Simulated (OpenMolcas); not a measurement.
OpenMolcas run: Si

Input:

```
&GATEWAY
Coord
1

Si 0.0 0.0 0.0
Basis=ANO-R2
Group=XYZ
NoMove
AngMom=0.0 0.0 0.0
AMFI
&SEWARD
&RASSCF
FileOrb=start.orb
Symmetry=1
Spin=3
nActEl=2 0 0
Inactive=3 3
Ras2=0 3
CIRoot=3 3 1
SDav=3
CIMx=300
Iter=120 100
PrWF=0.3
OrbListing=Nothing
MaxOrb=0
Atom
>>> COPY $Project.JobIph JOB001
&RASSCF
FileOrb=start.orb
Symmetry=1
Spin=1
nActEl=2 0 0
Inactive=3 3
Ras2=0 3
CIRoot=6 6 1
SDav=6
CIMx=300
Iter=120 100
PrWF=0.3
OrbListing=Nothing
MaxOrb=0
Atom
>>> COPY $Project.JobIph JOB002
&RASSI
NrOfJobIphs=2 3 6
1 2 3
1 2 3 4 5 6
IphNames
JOB001
JOB002
EJob
SpinOrbit
DIPRint=1.0
SOCoupling=1000.0
Subsets=2
MEES
Property=10
'ANGMOM' 1 'ANGMOM' 2 'ANGMOM' 3 'MLTPL  1' 1 'MLTPL  1' 2 'MLTPL  1' 3
'AMFI' 1 'AMFI' 2 'AMFI' 3 'MLTPL  2' 6
SOProperty=3
'ANGMOM' 1 'ANGMOM' 2 'ANGMOM' 3
```

Launched by
```bash
OMP_NUM_THREADS=1 MOLCAS_MEM=1689 MOLCAS_PROJECT=a pymolcas a.inp > a.log  # once for each step of the input, in one work folder
```

A driver script runs the steps one by one and writes start.orb anew before each from the orbitals found so far.

Output, cut to the results:

```
--- SEWARD ---
Basis set label: SI.ANO-R...5S4P3D1F.

      Electronic valence basis set:
      ------------------
      Associated Effective Charge  14.000000 au
      Associated Actual Charge     14.000000 au
      Nuclear Model: Finite nucleus - Gaussian distribution
        Gaussian exponent, Xi/bohr**(-2):  4.34677E+08

      Shell  nPrim  nBasis  Cartesian Spherical Contaminant
         s      16       5        X
         p      11       4        X
         d       7       3                 X
         f       5       1                 X
                  Relativistic X2C integrals
                  Atomic mean-field integrals
--- RASSCF ---
Wave function specifications:
      -----------------------------

      Number of closed shell electrons          12
      Number of electrons in active shells       2
      Max number of holes in RAS1 space          0
      Max nr of electrons in RAS3 space          0
      Number of inactive orbitals                6
      Number of active orbitals                  3
      Number of secondary orbitals              30
      Spin quantum number                      1.0
      State symmetry                             1
Orbital specifications:
      -----------------------

      Symmetry species                           1   2
                                                ag  au
      Frozen orbitals                            0   0
      Inactive orbitals                          3   3
      Active orbitals                            0   3
      RAS1 orbitals                              0   0
      RAS2 orbitals                              0   3
      RAS3 orbitals                              0   0
      Secondary orbitals                        17  13
      Deleted orbitals                           0   0
      Number of basis functions                 20  19
      Number of CSFs                             3
      Number of root(s) required                 3
      Iter CI   SX   CI       RASSCF       Energy    max ROT     max BLB   max BLB  Level Ln srch  Step   QN
          iter iter root      energy       change     param      element    value   shift minimum  type update
 Nr of preliminary CI iterations:   1
        1   1    9    0  -289.45148933    0.00E+00   6.59E-02    3   4 1 -6.16E-02*  0.00   0.00    SX    NO
        2   1    9    0  -289.45703138   -5.54E-03*  1.14E-02    1   7 2 -1.07E-02*  0.00   0.00    SX    NO
        3   1    8    0  -289.45719929   -1.68E-04*  1.47E-03    2  11 2 -4.33E-03*  0.00   0.00    SX    NO
        4   1    8    0  -289.45720876   -9.47E-06*  5.18E-04    3  12 2  1.29E-03*  0.00   0.00    SX    NO
        5   1    8    0  -289.45720946   -7.03E-07* -9.08E-05    3  12 2 -3.59E-04*  0.00   0.84    QN   YES
        6   1    7    0  -289.45720952   -5.65E-08*  3.09E-05    3   4 1 -4.96E-05   0.00   1.13    QN   YES
        7   1    6    0  -289.45720952   -1.82E-09   3.25E-06    3   4 1 -3.95E-06   0.00   1.09    QN   YES
      Convergence after  7 iterations
        8   1    6    0  -289.45720952   -2.46E-11   3.25E-06    2  11 2  3.95E-07   0.00   1.09    QN   YES
      Natural orbitals and occupation numbers for root  1
      sym 2:   1.000000   1.000000   0.000000
      Natural orbitals and occupation numbers for root  2
      sym 2:   0.000000   1.000000   1.000000
      Natural orbitals and occupation numbers for root  3
      sym 2:   1.000000   0.000000   1.000000
::    RASSCF root number  1 Total energy:   -289.45720952
::    RASSCF root number  2 Total energy:   -289.45720952
::    RASSCF root number  3 Total energy:   -289.45720952
--- RASSCF ---
Wave function specifications:
      -----------------------------

      Number of closed shell electrons          12
      Number of electrons in active shells       2
      Max number of holes in RAS1 space          0
      Max nr of electrons in RAS3 space          0
      Number of inactive orbitals                6
      Number of active orbitals                  3
      Number of secondary orbitals              30
      Spin quantum number                      0.0
      State symmetry                             1
Orbital specifications:
      -----------------------

      Symmetry species                           1   2
                                                ag  au
      Frozen orbitals                            0   0
      Inactive orbitals                          3   3
      Active orbitals                            0   3
...
--- RASSI ---
SPIN-FREE ENERGIES:
  (Shifted by EMIN (a.u.) =       -289.4572095172)

 SF State       Relative EMIN(au)   Rel lowest level(eV)    D:o, cm**(-1)      L_eff

     1             0.0000000000        0.0000000000              0.0000         1.0
     2             0.0000000000        0.0000000000              0.0000         1.0
     3             0.0000000000        0.0000000000              0.0000         1.0
     4             0.0399573786        1.0872956621           8769.6309         2.0
     5             0.0399573786        1.0872956621           8769.6309         2.0
     6             0.0399573786        1.0872956621           8769.6309         2.0
     7             0.0399573786        1.0872956621           8769.6309         2.0
     8             0.0399573786        1.0872956621           8769.6309         2.0
     9             0.0991031834        2.6967350024          21750.6346         0.0
     Dipole printing threshold changed to   1.00000000E+00
Eigenvalues of complex Hamiltonian:
   -----------------------------------
  (Shifted by EMIN (a.u.) =       -289.4572095172)

 SO State       Relative EMIN(au)   Rel lowest level(eV)    D:o, cm**(-1)     J-value

     1            -0.0005997444        0.0000000000              0.0000         0.0
     2            -0.0002964497        0.0082530677             66.5655         1.0
     3            -0.0002964497        0.0082530677             66.5655         0.6
     4            -0.0002964497        0.0082530677             66.5655         0.6
     5             0.0002921483        0.0242696367            195.7478         1.2
     6             0.0002921483        0.0242696367            195.7478         1.7
     7             0.0002921483        0.0242696367            195.7478         1.2
     8             0.0002921483        0.0242696367            195.7478         1.8
     9             0.0002921483        0.0242696367            195.7478         1.7
...
```

The J values that RASSI prints are effective ones from its own formula and need not be integers or half-integers; the table below assigns J from the states.

Levels above the lowest, from the spin-orbit matrix, grouped by J:

```json
{"Configuration": "3s2 3p2", "Term": "3P", "J": "0", "E (cm-1)": "0.0", "Measured (cm-1)": "0.0", "g": "", "Term weight %": "100"}
{"Configuration": "3s2 3p2", "Term": "3P", "J": "1", "E (cm-1)": "66.6", "Measured (cm-1)": "77.1", "g": "1.501", "Term weight %": "100"}
{"Configuration": "3s2 3p2", "Term": "3P", "J": "2", "E (cm-1)": "196", "Measured (cm-1)": "223", "g": "1.501", "Term weight %": "100"}
{"Configuration": "3s2 3p2", "Term": "1D", "J": "2", "E (cm-1)": "8902", "Measured (cm-1)": "6299", "g": "1.000", "Term weight %": "100"}
{"Configuration": "3s2 3p2", "Term": "1S", "J": "0", "E (cm-1)": "21884", "Measured (cm-1)": "15394", "g": "", "Term weight %": "100"}
```

Against the 4 measured excited levels shown (NIST Handbook of Basic Atomic Spectroscopic Data) the mean absolute deviation is 2300 cm-1; the largest miss in energy is 3s2 3p2 1S0: computed 21884, measured 15394 cm-1 (+42.2 %).

Without dynamic correlation excited terms often stand tens of per cent too high (terms of higher spin than the ground term too low), and those without a measured partner can miss by more than the paired ones. With the s shell closed, the reference lacks s² → p² mixing. Computed and measured levels are paired by configuration, term and J; levels that our copy of the source lacks, or whose pairing is in doubt (as where it misses far off the trend of its configuration), stay unpaired and out of the deviations. Levels of configurations outside the active space are missing.

The term weight is that of the spin-free term in the level, not the purity of its configuration.
